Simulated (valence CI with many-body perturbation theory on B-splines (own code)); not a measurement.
## E1 line list for I XLIX

Computed by valence CI with perturbative core correlation (CI+MBPT): three valence electrons over a frozen Dirac-Fock core [He], radial functions for each j: 11 s, 11 p, 9 d, 7 f, 5 g, 2 h, 1 i, with the one-electron correlation potential Σ1 (screened to all orders), the two-electron term Σ2, the three-electron term Σ3, Breit, model QED; selected single and double excitations, second order for the rest (own B-spline code, finite nucleus).

No measured spectrum was set against this ion. As an estimate, large intervals hold to a few tenths of a per cent, small ones and those within an open d or f shell to about a per cent.

Lines 1 to 50 of 281 in falling wavelength, among levels below 428.40 Ry, chosen from the strongest by gf and those to the six lowest levels. Wavelengths and rates use the calculated energies. Electric multipoles are in the length gauge, E1 and E2 with the static RPA response of the core. Weak lines are less certain than strong ones. Lines between different terms over intervals too small for the method are left out, as are lines whose strength nearly cancels. The highest levels of a list are the least certain.

Levels are named by their leading jj configuration (3d3/2^4 stands for four electrons in 3d with j = 3/2), which in mixed levels can hold well under half, so a name can repeat and another be missing. Letters in brackets count levels of one name in rising energy.

| λ vac (nm) | Upper | Lower | A (s⁻¹) | S (a.u.) with core polarisation | S without |
| --- | --- | --- | --- | --- | --- |
| 19.90 | (2s 2p3/2 3d5/2) J=7/2 [b] | (2s 2p3/2 3p3/2) J=5/2 [b] | 2.46e+09 | 7.65e-02 | 7.65e-02 |
| 19.27 | (2s 2p3/2 3d5/2) J=9/2 | (2s 2p3/2 3p3/2) J=7/2 | 4.45e+09 | 1.57e-01 | 1.57e-01 |
| 19.06 | (2p1/2 2p3/2 3d5/2) J=9/2 | (2p1/2 2p3/2 3p3/2) J=7/2 | 5.30e+09 | 1.81e-01 | 1.81e-01 |
| 18.80 | (2p1/2 2p3/2 3d5/2) J=7/2 [a] | (2p1/2 2p3/2 3p3/2) J=5/2 [a] | 4.93e+09 | 1.29e-01 | 1.29e-01 |
| 18.78 | (2s^2 3d5/2) J=5/2 | (2s^2 3p3/2) J=3/2 | 3.51e+09 | 6.88e-02 | 6.88e-02 |
| 18.72 | (2s 2p1/2 3d5/2) J=7/2 | (2s 2p1/2 3p3/2) J=5/2 | 4.98e+09 | 1.29e-01 | 1.29e-01 |
| 18.57 | (2p1/2 2p3/2 3d5/2) J=7/2 [b] | (2p1/2 2p3/2 3p3/2) J=5/2 [b] | 4.72e+09 | 1.19e-01 | 1.20e-01 |
| 18.43 | (2p1/2^2 3d5/2) J=5/2 | (2p1/2^2 3p3/2) J=3/2 | 5.35e+09 | 9.90e-02 | 9.91e-02 |
| 17.89 | (2s 2p1/2 3d5/2) J=5/2 [a] | (2s 2p1/2 3p3/2) J=3/2 [a] | 5.00e+09 | 8.49e-02 | 8.49e-02 |
| 17.60 | (2p1/2 2p3/2 3d5/2) J=5/2 [b] | (2p1/2 2p3/2 3p3/2) J=3/2 [b] | 4.02e+09 | 6.48e-02 | 6.48e-02 |
| 17.01 | (2p1/2 2p3/2 3d5/2) J=5/2 [a] | (2p1/2 2p3/2 3p3/2) J=3/2 [a] | 4.50e+09 | 6.56e-02 | 6.56e-02 |
| 16.80 | (2s 2p1/2 3d5/2) J=5/2 [b] | (2s 2p1/2 3p3/2) J=3/2 [b] | 5.85e+09 | 8.21e-02 | 8.21e-02 |
| 16.43 | (2s 2p3/2 3d5/2) J=7/2 [a] | (2s 2p3/2 3p3/2) J=5/2 [a] | 5.15e+09 | 9.02e-02 | 9.02e-02 |
| 11.18 | (2s 2p1/2 2p3/2) J=3/2 [a] | (2s^2 2p3/2) J=3/2 | 3.52e+08 | 9.71e-04 | 9.73e-04 |
| 10.63 | (2p1/2 2p3/2 3p3/2) J=7/2 | (2s 2p3/2 3p3/2) J=5/2 [b] | 2.24e+10 | 1.06e-01 | 1.06e-01 |
| 9.936 | (2p1/2 2p3/2 3p3/2) J=5/2 [b] | (2s 2p3/2 3p3/2) J=3/2 [b] | 1.39e+10 | 4.05e-02 | 4.06e-02 |
| 9.920 | (2s 2p1/2 3p3/2) J=5/2 | (2s^2 3p3/2) J=3/2 | 1.65e+10 | 4.77e-02 | 4.78e-02 |
| 9.513 | (2s 2p3/2 3p3/2) J=3/2 [a] | (2s 2p3/2 3s) J=3/2 [a] | 2.60e+10 | 4.41e-02 | 4.41e-02 |
| 9.388 | (2p1/2^2 3d3/2) J=3/2 | (2p1/2^2 3p1/2) J=1/2 | 3.63e+10 | 5.93e-02 | 5.93e-02 |
| 9.338 | (2s 2p3/2 3d3/2) J=5/2 [a] | (2s 2p3/2 3p1/2) J=3/2 [a] | 1.49e+10 | 3.59e-02 | 3.59e-02 |
| 9.284 | (2p1/2 2p3/2 3p3/2) J=3/2 [a] | (2p1/2 2p3/2 3s) J=1/2 | 2.25e+10 | 3.55e-02 | 3.55e-02 |
| 9.264 | (2p1/2 2p3/2 3d3/2) J=5/2 [a] | (2p1/2 2p3/2 3p1/2) J=3/2 [a] | 2.19e+10 | 5.16e-02 | 5.16e-02 |
| 9.158 | (2s 2p3/2 3d3/2) J=7/2 | (2s 2p3/2 3p1/2) J=5/2 | 2.91e+10 | 8.83e-02 | 8.83e-02 |
| 9.013 | (2p1/2 2p3/2 3d3/2) J=7/2 | (2p1/2 2p3/2 3p1/2) J=5/2 | 2.80e+10 | 8.09e-02 | 8.09e-02 |
| 9.003 | (2s 2p1/2 3d3/2) J=3/2 [a] | (2s 2p1/2 3p1/2) J=1/2 [a] | 3.42e+10 | 4.93e-02 | 4.93e-02 |
| 8.926 | (2s 2p1/2 3p3/2) J=3/2 [b] | (2s 2p1/2 3s) J=1/2 [b] | 3.10e+10 | 4.35e-02 | 4.35e-02 |
| 8.918 | (2p1/2^2 3p3/2) J=3/2 | (2p1/2^2 3s) J=1/2 | 5.84e+10 | 8.18e-02 | 8.19e-02 |
| 8.901 | (2s 2p1/2 3d3/2) J=5/2 | (2s 2p1/2 3p1/2) J=3/2 | 2.75e+10 | 5.74e-02 | 5.74e-02 |
| 8.896 | (2p1/2 2p3/2 3p3/2) J=5/2 [a] | (2p1/2 2p3/2 3s) J=3/2 [a] | 5.31e+10 | 1.11e-01 | 1.11e-01 |
| 8.887 | (2s 2p3/2 3d3/2) J=5/2 [b] | (2s 2p3/2 3p1/2) J=3/2 [b] | 4.18e+10 | 8.70e-02 | 8.70e-02 |
| 8.777 | (2p1/2 2p3/2 3p3/2) J=7/2 | (2p1/2 2p3/2 3s) J=5/2 | 3.13e+10 | 8.36e-02 | 8.36e-02 |
| 8.765 | (2s^2 3d3/2) J=3/2 | (2s^2 3p1/2) J=1/2 | 3.98e+10 | 5.28e-02 | 5.29e-02 |
| 8.736 | (2s 2p1/2 2p3/2) J=5/2 | (2s^2 2p3/2) J=3/2 | 3.91e+09 | 7.73e-03 | 7.74e-03 |
| 8.664 | (2s 2p3/2 3p3/2) J=5/2 [a] | (2s 2p3/2 3s) J=3/2 [a] | 2.14e+10 | 4.13e-02 | 4.13e-02 |
| 8.576 | (2s 2p3/2 3p3/2) J=7/2 | (2s 2p3/2 3s) J=5/2 | 6.36e+10 | 1.58e-01 | 1.58e-01 |
| 8.505 | (2p1/2 2p3/2 3p3/2) J=3/2 [b] | (2p1/2 2p3/2 3s) J=3/2 [b] | 3.46e+10 | 4.20e-02 | 4.20e-02 |
| 8.448 | (2s 2p3/2 3p3/2) J=5/2 [b] | (2s 2p3/2 3s) J=3/2 [b] | 6.65e+10 | 1.19e-01 | 1.19e-01 |
| 8.343 | (2p1/2 2p3/2 3d3/2) J=5/2 [b] | (2p1/2 2p3/2 3p1/2) J=5/2 | 1.75e+10 | 3.01e-02 | 3.01e-02 |
| 8.132 | (2s 2p1/2 3p3/2) J=3/2 [a] | (2s 2p1/2 3s) J=1/2 [a] | 6.93e+10 | 7.36e-02 | 7.36e-02 |
| 8.026 | (2p1/2 2p3/2 3p3/2) J=5/2 [b] | (2p1/2 2p3/2 3s) J=3/2 [b] | 2.91e+10 | 4.46e-02 | 4.46e-02 |
| 7.913 | (2s^2 3p3/2) J=3/2 | (2s^2 3s) J=1/2 | 7.87e+10 | 7.70e-02 | 7.70e-02 |
| 7.901 | (2s 2p3/2 3p3/2) J=3/2 [b] | (2s 2p3/2 3s) J=3/2 [b] | 3.10e+10 | 3.02e-02 | 3.02e-02 |
| 7.827 | (2s 2p1/2 3p3/2) J=5/2 | (2s 2p1/2 3s) J=3/2 | 5.75e+10 | 8.16e-02 | 8.16e-02 |
| 7.809 | (2s 2p1/2^2) J=1/2 | (2s^2 2p1/2) J=1/2 | 8.83e+09 | 4.15e-03 | 4.16e-03 |
| 7.771 | (2p1/2 2p3/2 3p3/2) J=5/2 [b] | (2p1/2 2p3/2 3s) J=5/2 | 4.60e+10 | 6.40e-02 | 6.40e-02 |
| 7.726 | (2s 2p3/2 3p3/2) J=5/2 [a] | (2s 2p3/2 3s) J=5/2 | 2.94e+10 | 4.02e-02 | 4.02e-02 |
| 7.726 | (2s 2p3/2 3p3/2) J=3/2 [b] | (2s 2p3/2 3s) J=1/2 | 5.45e+10 | 4.96e-02 | 4.97e-02 |
| 7.701 | (2s 2p3/2 3p3/2) J=1/2 [b] | (2s 2p3/2 3s) J=1/2 | 6.99e+10 | 3.15e-02 | 3.15e-02 |
| 7.683 | (2s 2p1/2 3p3/2) J=3/2 [b] | (2s 2p1/2 3s) J=3/2 | 4.31e+10 | 3.86e-02 | 3.86e-02 |
| 7.354 | (2p1/2 2p3/2 3p3/2) J=1/2 [b] | (2p1/2 2p3/2 3s) J=3/2 [b] | 7.69e+10 | 3.02e-02 | 3.02e-02 |
